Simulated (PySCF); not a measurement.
Species: C7H3F2O (charge +1).
Numbering: `[O+:1]#[C:2][c:3]1[cH:4][c:5]([F:6])[cH:7][cH:8][c:9]1[F:10]`

Geometry (GFN2-xTB, Å), atoms numbered from 1 in this order:
```
atom  x, y, z in Å
O1     3.504   -0.663    0.155
C2     2.405   -0.444    0.106
C3     1.069   -0.187    0.047
C4     0.592    1.151   -0.018
C5    -0.769    1.359   -0.078
F6    -1.223    2.594   -0.139
C7    -1.684    0.296   -0.076
C8    -1.229   -1.010   -0.013
C9     0.129   -1.261    0.048
F10    0.585   -2.493    0.108
H11    1.275    1.987   -0.022
H12   -2.741    0.515   -0.124
H13   -1.917   -1.844   -0.012
```

NICS = −σ at a ghost point: NICS(0) at the centroid of the ring atoms, NICS(1) 1 Å to either side along the normal of their mean plane, zz for the tensor component along that normal. Level: GIAO PBE0/pcSseg-1 (PySCF, non-relativistic, gas phase) on the GFN2-xTB geometry, one conformer.

Ring bond lengths (Å), with Mayer bond orders in brackets: C3–C4 1.421 (1.17), C4–C5 1.378 (1.51), C5–C7 1.402 (1.35), C7–C8 1.384 (1.40), C8–C9 1.382 (1.46), C9–C3 1.428 (1.16).

Q: Give the NICS values of each ring in ppm.

A: 
| ring | type | NICS(0) | NICS(1), two faces | NICS(1)zz, two faces | rms pucker (Å) | centre to ring atoms, mean (Å) |
| --- | --- | --- | --- | --- | --- | --- |
| C3–C4–C5–C7–C8–C9 | 6-membered carbocycle; formal bonds all aromatic | -9.4 | -9.6 / -9.6 | -21.0 / -21.0 | 0.00 | 1.40 |

Q: What do they say, and how far can they be read as aromaticity?

A: 
- C3–C4–C5–C7–C8–C9: mean NICS(1)zz -21.0 ppm, shielded. The ring is flat and has no four-coordinate atom; by the NICS criterion it is aromatic.

Q: And the bond-length index? HOMA takes Krygowski's 1993 parameters.

A: 
- C3–C4–C5–C7–C8–C9: HOMA 0.87 = 1 − EN − GEO, with mean bond length 1.399 Å, EN = α(Ropt − mean)² = 0.033 and GEO = α × variance = 0.098. The geometric and the magnetic index point the same way.

Q: What is the mean of the two in-plane components of NICS at the first NICS(1) probe listed for ring C3–C4–C5–C7–C8–C9, 1 Å off the ring?

A: The isotropic value is a third of the trace: (3 × -9.6 − (-21.0))/2 = -3.9 ppm.

Q: How shielded are the nuclei of the rings and their hydrogens (means over atoms taken as equivalent)?

A: 
```json
{"atoms": "C3", "environment": "substituted aromatic carbon", "σ isotropic (ppm)": "109.9", "principal values of the symmetric part, first atom (ppm)": "63.3, 106.9, 159.4"}
{"atoms": "C4", "environment": "aromatic CH carbon", "σ isotropic (ppm)": "54.0", "principal values of the symmetric part, first atom (ppm)": "-32.9, 23.5, 171.5"}
{"atoms": "C5", "environment": "aromatic C–F carbon", "σ isotropic (ppm)": "17.7", "principal values of the symmetric part, first atom (ppm)": "-65.2, 22.2, 96.1"}
{"atoms": "C7", "environment": "aromatic CH carbon", "σ isotropic (ppm)": "30.7", "principal values of the symmetric part, first atom (ppm)": "-63.0, -10.8, 165.8"}
{"atoms": "C8", "environment": "aromatic CH carbon", "σ isotropic (ppm)": "56.1", "principal values of the symmetric part, first atom (ppm)": "-23.9, 24.7, 167.5"}
{"atoms": "C9", "environment": "aromatic C–F carbon", "σ isotropic (ppm)": "3.4", "principal values of the symmetric part, first atom (ppm)": "-89.6, 8.9, 90.8"}
{"atoms": "H11", "environment": "aromatic hydrogen", "σ isotropic (ppm)": "23.44", "principal values of the symmetric part, first atom (ppm)": "19.8, 23.6, 26.9"}
{"atoms": "H12", "environment": "aromatic hydrogen", "σ isotropic (ppm)": "22.62", "principal values of the symmetric part, first atom (ppm)": "19.8, 22.1, 25.9"}
{"atoms": "H13", "environment": "aromatic hydrogen", "σ isotropic (ppm)": "23.34", "principal values of the symmetric part, first atom (ppm)": "19.8, 23.9, 26.4"}
```
